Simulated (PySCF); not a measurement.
**Excitation energy of Sn+ by level of theory**

Sn+ [Kr] 4d10 5s2 5p1 (2P) → Sn+ [Kr] 4d10 5s1 5p1 6s1 (4P), as a difference of total energies. Calculation: PySCF 2.14, in aug-cc-pVTZ-PP with ECP28MDF (6s5p4d2f, 55 functions); scalar relativity through the core potential. Correlated levels: valence: 4s2 4p6 4d10 frozen. The calculations carry no spin-orbit coupling.

| method | excitation energy (eV) |
| --- | --- |
| UHF | 11.912 |
| MP2 (valence) | 12.597 |
| SCS-MP2 (valence) | 12.850 |
| CCSD (valence) | 12.801 |
| CCSD(T) (valence) | 12.816 |

**Question.** How much does correlation contribute at CCSD(T) (valence)?

**Answer.** 12.816 − (11.912) = 0.904 eV, measured against UHF.

The promoted electron is Rydberg-like, and one or two diffuse shells describe it only roughly, which tends to raise the upper state.
